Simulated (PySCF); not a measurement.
The free ion Zr+ in its d3 configuration. Only this configuration is treated; at so low a charge one with s electrons may lie lower or mix in.

Method (PySCF 2.14, density fitting): CASSCF(3,5) with orbitals averaged over all microstates of the shell, strongly contracted NEVPT2 on the averaged canonical orbitals; basis x2c-TZVPall; spin-free X2C; gas phase; spin-orbit coupling by state interaction with the mean-field operator over all roots.

Problem. Which term lies lowest, and with what spin?

Solution. 4F (S = 3/2, orbital degeneracy 7), by NEVPT2.

Problem. Where do the spin-allowed transitions within the shell lie?

Solution. By NEVPT2: 4P at 7289 cm⁻¹ (1372 nm).

Problem. Which is the lowest state of another spin?

Solution. 2G at 7561 cm⁻¹ by NEVPT2; CASSCF alone puts it at 8888 cm⁻¹ above the same ground state.

Problem. What are the magnetic parameters?

Solution. The lowest spin-orbit level is 4-fold with J = 3/2; the next lies at 301.5 cm⁻¹. μeff is 2.54 μB at 300 K and 0.84 μB at 10 K; the free-ion value g_J√(J(J+1)) for the Hund's-rule level J = 3/2 is 0.77 μB.

The job took 7.6 s on one thread of Arm Neoverse N1 (shared host), with 63 basis functions, launched as `OMP_NUM_THREADS=1 python lf_run.py task.json out`.
